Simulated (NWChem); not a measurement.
System meant: C2H4BrCl; SMILES C[C@H](Br)Cl

Input file for NWChem:

```
start job
memory heap 200 mb stack 900 mb global 1100 mb
geometry units angstroms noautoz
  C     -1.789082    -0.813936    -0.177750
  C     -0.436181    -0.569934     0.437970
  Cl     0.728377    -1.817042    -0.060605
  Br     0.222508     1.209562    -0.015453
  H     -1.725707    -0.782457    -1.274273
  H     -2.156148    -1.805568     0.127336
  H     -2.501990    -0.048274     0.160406
  H     -0.462096    -0.585946     1.533588
end
basis spherical
  * library def2-svp
end
dft
  xc xpbe96 cpbe96
  iterations 4
  mulliken
end
task dft energy
```

End of the output:

```
    Atom       Charge   Shell Charges
 -----------   ------   -------------------------------------------------------
    1 C    6     6.08   1.96  0.58  0.31  1.90  1.25  0.07
    2 C    6     6.18   1.96  0.66  0.35  1.80  1.28  0.12
    3 Cl  17    16.93   2.00  1.96  1.05  0.78  5.82  2.27  3.01  0.04
    4 Br  35    34.96   2.00  2.00  1.96  1.15  0.73  5.99  5.81  2.47  2.80  7.83  2.04  0.19
    5 H    1     0.96   0.63  0.27  0.07
    6 H    1     0.96   0.63  0.26  0.07
    7 H    1     0.96   0.63  0.26  0.07
    8 H    1     0.97   0.65  0.25  0.07

 center of mass
 --------------
 x =   0.12778057 y =   0.17801392 z =  -0.01230839

 moments of inertia (a.u.)
 ------------------
         907.467299403856          -0.000000000000          -0.000000000000
          -0.000000000000         298.658179831350          -0.000000000000
          -0.000000000000          -0.000000000000        1157.061844437532

     Multipole analysis of the density
     ---------------------------------

     L   x y z        total         alpha         beta         nuclear
     -   - - -        -----         -----         ----         -------
     0   0 0 0     -0.000000    -34.000000    -34.000000     68.000000

     1   1 0 0     -0.667254     -0.333627     -0.333627      0.000000
     1   0 1 0     -0.189961     -0.094980     -0.094980     -0.000000
     1   0 0 1      0.247850      0.123925      0.123925      0.000000

     2   2 0 0    -31.273826    -96.328600    -96.328600    161.383375
     2   1 1 0      1.202284     -4.019035     -4.019035      9.240354
     2   1 0 1     -0.389322     -0.924729     -0.924729      1.460136
     2   0 2 0    -32.995471   -226.284756   -226.284756    419.574041
     2   0 1 1     -0.457171     -0.228238     -0.228238     -0.000695
     2   0 0 2    -31.758712    -25.547828    -25.547828     19.336945

 ------------------------------------------------------------------------
 dft energy failed                                                                                  0
 ------------------------------------------------------------------------
 ------------------------------------------------------------------------
  current input line :
    21: task dft energy
 ------------------------------------------------------------------------
 ------------------------------------------------------------------------
 This type of error is most commonly associated with calculations not reaching convergence criteria
 ------------------------------------------------------------------------
 For more information see the NWChem manual at https://nwchemgit.github.io

0:dft energy failed:Received an Error in Communication
```

**Question.** What is wrong, and how is it mended?

**Answer.** Convergence was not reached. Cause: the SCF was allowed too few iterations. This input runs:
```
start job
memory heap 200 mb stack 900 mb global 1100 mb
geometry units angstroms noautoz
  C     -1.789082    -0.813936    -0.177750
  C     -0.436181    -0.569934     0.437970
  Cl     0.728377    -1.817042    -0.060605
  Br     0.222508     1.209562    -0.015453
  H     -1.725707    -0.782457    -1.274273
  H     -2.156148    -1.805568     0.127336
  H     -2.501990    -0.048274     0.160406
  H     -0.462096    -0.585946     1.533588
end
basis spherical
  C library def2-svp
  Cl library def2-svp
  Br library def2-svp
  H library def2-svp
end
dft
  xc xpbe96 cpbe96
  iterations 150
  mulliken
end
task dft energy
```
It converges to -3111.77465 Ha (PBE/def2-SVP).
